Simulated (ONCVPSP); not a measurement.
Which change was made? (Zn, ONCV)

ONCVPSP 4.0.1 input, shortened (lines: element, Z, core and valence counts, functional; n l f; lmax; l rc ep ncon nbas qcut; lloc lpopt rc5 dvloc0; l nproj debl; icmod fcfact rcfact), PBEsol, scalar-relativistic:

```
  Zn 30.00    4    3  -116133      upf
    1    0    2.00
    2    0    2.00
    2    1    6.00
    3    0    2.00
    3    1    6.00
    3    2   10.00
    4    0    2.00
    3
    0    2.15    0.00    4    7    3.30
    1    0.85    0.00    4    8   15.00
    2    1.50    0.00    3    7   10.50
    3    2.35    0.25    4    7    4.10
    4    5    0.85    6.00
    0    1    2.70
    1    1    1.20
    2    2    3.10
    3    2    1.20
    3    1.75    1.10
```

Cutoffs, loose and tight: the cutoffs (Ha) at which the residual kinetic energy of the hardest occupied pseudo-wave falls to 1 and 0.1 mHa per electron. They do not see the model core or the augmentation charge, which bear on the density cutoff. Test errors are all-electron minus pseudo excitation energies from the reference, over the configurations 3p6 3d10 4s1; 3p6 3d10 4s0; 3p6 3d9 4s0; 3p5 3d10 4s2; variants that change the core or the reference have their own tests.

The base gives: outcome: generated; cutoff, loose: 49 Ha; cutoff, tight: 87 Ha; bound ghosts: s; GHOST(+) flags above zero: f; largest test error (meV): -438.

(1) After one change the result is: outcome: generated; cutoff, loose: 59 Ha; cutoff, tight: 87 Ha; bound ghosts: s; GHOST(+) flags above zero: f; largest test error (meV): -263. Which change was it?
A. d: qcut 8.7
B. d: qcut 15.5
C. d: qcut 6.2

Answers

(1) B. The others give: d: qcut 8.7 → outcome: generated; cutoff, loose: 49 Ha; cutoff, tight: 87 Ha; bound ghosts: s; GHOST(+) flags above zero: f; largest test error (meV): -610 | d: qcut 6.2 → outcome: generated; bound ghosts: s; GHOST(+) flags above zero: f; largest test error (meV): -1015.
